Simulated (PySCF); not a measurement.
Shieldings and the share of exact exchange

Molecule: SMILES C#CC/C=N/[SiH3], C$_{4}$H$_{7}$NSi.

Cartesian coordinates in Å; atom numbers follow the order of the lines, from 1:
```xyz
13

C    -2.1942    1.5358    0.6898
C    -1.7460    0.4165    0.5931
C    -1.2257   -0.9349    0.4752
C     0.2766   -1.0526    0.3928
N     1.0635   -0.0683    0.4137
Si    2.8087   -0.1650    0.3166
H    -2.5836    2.5330    0.7762
H    -1.5645   -1.5534    1.3274
H    -1.6493   -1.4318   -0.4181
H     0.6189   -2.1104    0.3094
H     3.3814    0.4532    1.5464
H     3.2547    0.6090   -0.8770
H     3.2989   -1.5817    0.2007
```

GIAO shieldings (ppm, equivalent atoms averaged) in PySCF 2.14.0 with density-fitted response routines on the PBE0-D3(BJ)/def2-SVP geometry, basis pcSseg-1, gas phase, non-relativistic:

```csv
functional,exact exchange (%),σ(C3),σ(Si6)
BLYP,0,138.8,374.6
BP86,0,143.3,380.1
PBE,0,143.6,381.4
B3LYP,20,144.3,385.9
mPW1PW91,25,149.1,394.2
BHandHLYP,50,151.4,403.9
HF,100,162.3,437.1
```

(1) Fit each shielding as a line in the percentage of exact exchange.

(2) What does the line predict for PBE0 (25 %), and what does the run give?

## Answers

(1) σ(C3) = 141.9 + 0.20 x (rms 1.8 ppm); σ(Si6) = 377.8 + 0.58 x (rms 2.8 ppm). The functionals also differ in their semilocal parts, which the line can't hold; Hartree–Fock has no correlation at all.

(2) σ(C3): 146.9 predicted, 149.9 computed; σ(Si6): 392.3 predicted, 395.7 computed ppm.
